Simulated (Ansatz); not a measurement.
Computed with Ansatz on PBE0-D4/def2-TZVP structures; ΔE is electronic, products minus reactants. CCSD(T)/CBS is the MP2 limit (def2-TZVPP, def2-QZVPP) plus CCSD(T) − MP2 in def2-TZVPP, frozen cores. Each species was taken in one conformer, which may not be the lowest.

`[SiH3]N1CSC1` → `SC[SiH]1CN1`  (isomerisation)

`[SiH3]N1CSC1`:

Cartesian coordinates in Å:
```
Si -1.364 -0.900 0.231
N -0.049 0.161 -0.080
C 0.662 1.004 0.866
S 2.021 1.293 -0.324
C 0.925 0.086 -1.155
H -2.300 -0.198 1.148
H -2.010 -1.206 -1.071
H -0.977 -2.194 0.870
H 1.008 0.495 1.773
H 0.126 1.917 1.144
H 1.406 -0.891 -1.279
H 0.552 0.432 -2.123
```

`SC[SiH]1CN1`:

Z-matrix (Å, degrees):
```
C
Si 1 1.861
S 1 1.817 2 107.4
H 1 1.091 2 113.1 3 122.9
H 1 1.092 2 110.8 3 -115.3
N 2 1.718 1 114.4 3 -65.6
C 2 1.830 1 125.3 3 -122.7
H 2 1.480 1 112.8 3 77.2
H 3 1.345 1 96.1 2 52.4
H 6 1.009 2 125.9 1 136.2
H 7 1.090 2 118.1 1 -159.4
H 7 1.087 2 124.0 1 -6.9
```

| level | ΔE (eV) |
| --- | --- |
| MP2/def2-QZVPP | -0.18 |
| MP2/CBS(def2) | -0.20 |

Problem. What does CCSD(T)/CBS give? (Best estimate.)

Solution. Ansatz gave: -0.17 eV. The listed levels differ from it by -0.01, -0.03 eV.

Largest T1 diagnostic among the species: 0.012.

From PBE to PBE0 (25 % exact exchange), in def2-TZVPP and without D4, ΔE moves by +0.07 eV. In def2-TZVPP, CCSD(T) changes the Hartree–Fock value by −0.25 eV (the triples alone add −0.03 eV) and MP2 by −0.29 eV.
